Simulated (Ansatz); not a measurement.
Ansatz (a first-principles code) input (CCSD(T)/aug-cc-pVDZ):

Ansatz 0.2 input:
```yaml
crystal:
  periodic: [false, false, false]
  atoms:
    - {symbol: C, position_ang: [-1.98999128, -0.28781063, -0.82831271]}
    - {symbol: C, position_ang: [-0.74463242, -0.32985788, 0.04380127]}
    - {symbol: C, position_ang: [-0.24376697, 1.04798949, 0.50702473]}
    - {symbol: C, position_ang: [1.21025838, 0.80202882, 0.94960502]}
    - {symbol: C, position_ang: [1.64857115, -0.33727711, 0.08807107]}
    - {symbol: C, position_ang: [0.49638220, -0.94541359, -0.63782898]}
    - {symbol: H, position_ang: [-2.29059113, -1.28995457, -1.14216785]}
    - {symbol: H, position_ang: [-1.80953715, 0.30412060, -1.72972099]}
    - {symbol: H, position_ang: [-2.83252813, 0.16095544, -0.29745637]}
    - {symbol: H, position_ang: [-0.96024080, -0.92566689, 0.93816841]}
    - {symbol: H, position_ang: [-0.86662584, 1.48027973, 1.29152681]}
    - {symbol: H, position_ang: [-0.25854645, 1.73854769, -0.34223434]}
    - {symbol: H, position_ang: [1.24602941, 0.53173360, 2.01626945]}
    - {symbol: H, position_ang: [1.84280474, 1.68976322, 0.84793423]}
    - {symbol: H, position_ang: [2.67140317, -0.67581099, 0.00199220]}
    - {symbol: H, position_ang: [0.50532855, -0.67172214, -1.70590744]}
    - {symbol: H, position_ang: [0.49157750, -2.04020006, -0.61256641]}
basis:
  gaussian:
    orbitals: aug-cc-pVDZ
magnetization: {spin_polarized: true, initial_magnetization: 1}
correlation: {method: ccsd_t, electrons: outside_noble_gas}
output: {forces: true}
```

End of the output:

```
cycle   5  -25.27270132 eV  change    1.6e-4 eV  update   1.8e-3
cycle   6  -25.27266647 eV  change    3.5e-5 eV  update   6.8e-4
cycle   7  -25.27256931 eV  change    9.7e-5 eV  update   2.1e-4
cycle   8  -25.27259394 eV  change   -2.5e-5 eV  update   8.6e-5
cycle   9  -25.27258365 eV  change    1.0e-5 eV  update   3.2e-5
cycle  10  -25.27256236 eV  change    2.1e-5 eV  update   1.4e-5
cycle  11  -25.27256912 eV  change   -6.8e-6 eV  update   6.0e-6
cycle  12  -25.27257178 eV  change   -2.7e-6 eV  update   2.3e-6
perturbative correction -0.88822330 eV, -0.0326416044 hartree
the calculation of the forces begins
1.17 GiB of device memory are held for the factors and their scratch space
Total energy: -6382.75138523 eV, -234.5617870227 hartree
Atom 0 at    -1.989991    -0.287811    -0.828313 Å, force     0.052649     0.007651     0.019823 eV/Å
Atom 1 at    -0.744632    -0.329858     0.043801 Å, force     0.041966    -0.001111    -0.013782 eV/Å
Atom 2 at    -0.243767     1.047989     0.507025 Å, force     0.015393    -0.031427    -0.023391 eV/Å
Atom 3 at     1.210258     0.802029     0.949605 Å, force    -0.053905     0.200927     0.211473 eV/Å
Atom 4 at     1.648571    -0.337277     0.088071 Å, force     0.195490    -0.063851    -0.012837 eV/Å
Atom 5 at     0.496382    -0.945414    -0.637829 Å, force    -0.237926    -0.099327    -0.176091 eV/Å
Atom 6 at    -2.290591    -1.289955    -1.142168 Å, force    -0.127388    -0.451167    -0.133232 eV/Å
Atom 7 at    -1.809537     0.304121    -1.729721 Å, force     0.101743     0.268522    -0.398880 eV/Å
Atom 8 at    -2.832528     0.160955    -0.297456 Å, force    -0.371516     0.198886     0.247299 eV/Å
Atom 9 at    -0.960241    -0.925667     0.938168 Å, force    -0.082722    -0.261738     0.405885 eV/Å
Atom 10 at    -0.866626     1.480280     1.291527 Å, force    -0.289862     0.185540     0.362780 eV/Å
Atom 11 at    -0.258546     1.738548    -0.342234 Å, force     0.003224     0.290898    -0.405813 eV/Å
Atom 12 at     1.246029     0.531734     2.016269 Å, force    -0.004979    -0.125450     0.413863 eV/Å
Atom 13 at     1.842805     1.689763     0.847934 Å, force     0.257305     0.370672    -0.065624 eV/Å
Atom 14 at     2.671403    -0.675811     0.001992 Å, force     0.518142    -0.169096    -0.041579 eV/Å
Atom 15 at     0.505329    -0.671722    -1.705907 Å, force    -0.006096     0.137562    -0.419884 eV/Å
Atom 16 at     0.491578    -2.040200    -0.612566 Å, force    -0.011518    -0.457491     0.029989 eV/Å
Dipole moment:    -0.037631     0.001754     0.019194 e Å
```

It need not be the lowest isomer of its formula.
